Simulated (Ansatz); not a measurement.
A nudged elastic band was laid between two geometries of CH4OSSi (8 atoms, charge 0, multiplicity 1).

Method: Ansatz 0.2.0, RKS B3LYP-D4/def2-SVP.

```json
{"movable images": "8", "climbing image": "no", "spring": "5.0 eV/Å²", "optimiser": "quadratic models (default)", "start path": "through a guess of the saddle point", "force threshold": "0.05 eV/Å", "iteration limit": "60", "end points": "relaxed"}
```

Image 0:

```xyz
8
Properties=species:S:1:pos:R:3
O -1.245 1.332 0.342
C -1.030 1.071 -0.813
S 0.126 -0.163 -1.391
Si 0.796 -0.827 0.586
H -1.542 1.581 -1.662
H -0.341 -1.389 1.357
H 1.785 -1.892 0.267
H 1.451 0.288 1.314
```

Image 9:

```xyz
8
Properties=species:S:1:pos:R:3
O -1.421 1.842 1.139
C -1.974 2.363 0.301
S 0.398 0.261 -1.610
Si 0.745 -0.766 0.262
H -0.269 -0.766 -2.189
H -0.533 -1.169 0.915
H 1.586 -1.982 0.070
H 1.468 0.217 1.111
```

(1) Which bonds break or form, and what moves?

(2) What energy profile does the band end with?

(3) What is the geometry of the highest image?

Results:

(1) Bonds broken: C2–S3, C2–H5. Bonds formed: S3–H5. CH4OSSi becomes CO + H4SSi.

(2) The forces met the threshold. The highest image is number 4 of 0 to 9, 40.8 kcal/mol above the first end and 31.2 kcal/mol above the last; the last end lies 9.6 kcal/mol above the first. Neighbouring images differ by up to 1.4 eV, so the band resolves the path poorly. No image climbed, so the highest image needn't sit at the top of the path. The orbitals stay closed-shell, which can raise the energy where a bond breaks towards radicals; this wasn't checked here.

| image | path coordinate (Å) | energy (kcal/mol) | C2–S3 (Å) | C2–H5 (Å) | S3–H5 (Å) |
| --- | --- | --- | --- | --- | --- |
| 0 | 0.00 | 0.0 | 1.79 | 1.11 | 2.43 |
| 1 | 0.62 | 1.0 | 1.79 | 1.11 | 2.41 |
| 2 | 1.23 | 5.0 | 1.82 | 1.11 | 2.37 |
| 3 | 1.85 | 37.5 | 2.12 | 1.08 | 2.06 |
| 4 | 2.47 | 40.8 | 2.56 | 1.33 | 1.61 |
| 5 | 3.09 | 14.2 | 3.09 | 2.01 | 1.36 |
| 6 | 3.71 | 10.4 | 3.36 | 2.70 | 1.35 |
| 7 | 4.33 | 9.6 | 3.48 | 3.43 | 1.35 |
| 8 | 4.96 | 9.6 | 3.58 | 3.89 | 1.35 |
| 9 | 5.58 | 9.6 | 3.70 | 4.35 | 1.35 |

(3) 
```xyz
8
Properties=species:S:1:pos:R:3
O -1.645 1.572 0.532
C -1.683 1.337 -0.579
S 0.567 0.414 -1.379
Si 0.883 -0.773 0.414
H -1.017 0.645 -1.504
H -0.408 -1.036 1.115
H 1.503 -2.070 0.023
H 1.801 -0.089 1.377
```

The run took 9.8 min on 2 threads of Arm Neoverse V1, with other jobs on the host, peak memory 0.17 GiB.
